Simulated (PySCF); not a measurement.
## Ni: excitation energy

Ni [Ar] 3d8 4s2 (3F) → Ni [Ar] 3d10 (1S), as a difference of total energies. Calculation: PySCF 2.14, in ANO-RCC-VTZP; the spin-free X2C one-electron Hamiltonian (Gaussian nucleus). Correlated levels: valence and next inner shell: [Ne] frozen. The calculations carry no spin-orbit coupling.

```csv
method,excitation energy (eV)
UHF,6.462
MP2 (valence and next inner shell),-0.944
SCS-MP2 (valence and next inner shell),0.153
CCSD (valence and next inner shell),2.660
CCSD(T) (valence and next inner shell),2.252
```

How much does correlation contribute at CCSD(T) (valence and next inner shell)?

2.252 − (6.462) = -4.210 eV, measured against UHF.

A first-order spin-orbit estimate (lowest level to lowest level, LS coupling) adds 0.138 eV.
